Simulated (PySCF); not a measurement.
## From computed data to an observable: oscillator strength and radiative lifetime

CH₅InO, SMILES [CH3][InH][OH].

The structure is a stationary point at B3LYP-D3(BJ)/def2-SVP. The def2 effective core potentials stand for the cores of In; spin–orbit coupling is left out. Other conformers were not sampled.

TDDFT-PBE0/def2-SVPD in PySCF puts the first singlet state with f over 0.02 at 6.16 eV (vertical), with the transition dipole (0.000, 0.000, -0.508) in atomic units.

**Question.** Find the oscillator strength, the wavelength and the radiative lifetime that this transition would have in vacuum if emission retraced absorption.

**Answer.** 
|μ|² = 0.2581 au, so |μ| = 1.29 D. ΔE = 6.16/27.211 = 0.2264 hartree. f = (2/3) ΔE |μ|² = 0.039 (the program prints 0.039).
λ = 1239.84/6.16 = 201 nm; ν = 49684 cm⁻¹.
Einstein's coefficient A = 0.6670 ν² f s⁻¹ (ν in cm⁻¹) = 6.4e7 s⁻¹, so τ = 1/A = 16 ns. This state is S4; the lower singlets have f = 0.002, 0.007, 0.006. The figure is the radiative limit of this one transition; relaxation, internal conversion, crossing to triplets and a medium change what is measured.
